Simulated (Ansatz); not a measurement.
Calculated with Ansatz (gas phase, PBE0-D4/def2-TZVP geometries, no zero-point term in ΔE). CCSD(T)/CBS adds triple-zeta CCSD(T) − MP2 to the extrapolated MP2 energy (def2 sets, frozen cores). This one scheme is used for every species. DFT in def2-TZVPP. B3LYP here is the variant with VWN-RPA as its local correlation; programs differ in this. For Ga outer-core shells are correlated without core-valence functions, which leaves a few kJ/mol of doubt a bond. Scalar relativity is left out up to krypton. Each species was taken in one conformer, which may not be the lowest.

Reaction (cleavage of the Ga–Si bond): `CN[SiH2][GaH2]` + `PP` → `P[PH][GaH2]` + `CN[SiH3]`

`CN[SiH2][GaH2]`:

```xyz
12

C     1.441    0.778    1.351
N     0.743   -0.066    0.404
Si   -0.789    0.342   -0.271
Ga   -1.431   -1.364   -1.847
H     2.515    0.571    1.340
H     1.084    0.670    2.384
H     1.312    1.826    1.068
H     0.963   -1.045    0.498
H    -1.886    0.516    0.742
H    -0.660    1.682   -0.917
H    -2.587   -1.145   -2.892
H    -0.705   -2.764   -1.858
```

`PP`:

Cartesian coordinates in Å:
```
P -0.880 0.172 0.661
P 0.877 -0.171 -0.664
H -0.139 0.951 1.591
H -1.302 1.330 -0.048
H 0.139 -0.958 -1.591
H 1.304 -1.324 0.051
```

`P[PH][GaH2]`:

Z-matrix (Å, degrees):
```
P
Ga 1 2.573
P 1 2.236 2 58.3
H 1 1.411 2 124.9 3 81.2
H 1 1.410 2 133.4 3 -76.7
H 2 1.564 1 102.3 3 -111.9
H 2 1.561 1 109.0 3 112.6
H 3 1.422 1 90.7 2 -91.8
```

`CN[SiH3]`:

Z-matrix (Å, degrees):
```
C
N 1 1.447
H 1 1.093 2 109.5
H 1 1.094 2 110.9 3 -117.8
H 1 1.098 2 113.8 3 120.2
Si 2 1.716 1 123.0 3 -36.9
H 2 1.007 1 113.6 3 170.5
H 6 1.486 2 107.4 1 175.3
H 6 1.488 2 108.6 1 55.3
H 6 1.496 2 115.3 1 -64.3
```

| level | ΔE (eV) |
| --- | --- |
| LDA (SPW92) | -0.50 |
| revPBE-D4 | -0.39 |
| r2SCAN-D4 | -0.47 |
| B3LYP-D4 | -0.35 |
| CAM-B3LYP-D4 | -0.34 |
| CCSD/def2-TZVPP | -0.37 |
| SCS-MP2/def2-QZVPP | -0.47 |
| CCSD/CBS(def2) | -0.41 |

**Question.** What does CCSD(T)/CBS give? (Best estimate.)

**Answer.** The calculation gave: -0.46 eV. The listed levels differ from it by -0.04, 0.07, -0.01, 0.11, 0.12, 0.09, -0.01, 0.05 eV.

Largest T1 diagnostic among the species: 0.014.

From BLYP to BHLYP (50 % exact exchange), in def2-TZVPP and without D4, ΔE moves by −0.06 eV. At CCSD(T), def2-SVP lies +0.10 eV from the extrapolated value and def2-TZVPP +0.04 eV. In def2-TZVPP, CCSD(T) changes the Hartree–Fock value by −0.16 eV (the triples alone add −0.05 eV) and MP2 by −0.27 eV.
